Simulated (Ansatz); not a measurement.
Isolated molecules relaxed with PBE0-D4/def2-TZVP in Ansatz; ΔE leaves out vibrations. CBS: MP2 limit from def2 TZ/QZ plus the TZ coupled-cluster correction, frozen cores. This one scheme is used for every species. DFT in def2-TZVPP. def2 core potentials past Kr. For Sn outer-core shells are correlated without core-valence functions, which leaves a few kJ/mol of doubt a bond. One conformer a species, not always the lowest.

`[OH][SnH2][O][SiH3]` + `O=CC=O` → `O=[CH][SnH2][OH]` + `O=CO[SiH3]`  (formal exchange of groups at the Sn–O bond)

Question: Is it downhill or uphill in electronic energy at CCSD(T)/CBS, and by how much? (An estimate is asked.)

Answer: The calculation gave: Uphill: ΔE = +10.8 kcal/mol.

Question: What do these levels give: PBE-D4, BLYP-D4, B97M-V, PBE0-D4, r2SCAN0-D4, PBE-QIDH, PBE, revPBE, PBE0, CAM-B3LYP, CCSD/def2-TZVPP, CCSD(T)/def2-TZVPP? (Best estimate.)

Answer: Ansatz gave: PBE-D4 3.9, BLYP-D4 6.0, B97M-V 9.1, PBE0-D4 6.0, r2SCAN0-D4 7.1, PBE-QIDH 8.3, PBE 3.8, revPBE 4.7, PBE0 5.9, CAM-B3LYP 8.4, CCSD/def2-TZVPP 10.5, CCSD(T)/def2-TZVPP 9.6 kcal/mol.

Largest T1 diagnostic among the species: 0.016.

From r2SCAN to r2SCAN0 (25 % exact exchange), in def2-TZVPP and without D4, ΔE moves by +1.1 kcal/mol. Leaving LDA and LC-ωPBE aside and taking each functional with its dispersion term where it has one, the values, not all of them listed here, spread over 6.2 kcal/mol, from PBE-D4 to BHLYP-D4. LDA lies −3.4 kcal/mol from PBE without D4. At CCSD(T), def2-SVP lies −2.4 kcal/mol from the extrapolated value and def2-TZVPP −1.1 kcal/mol.
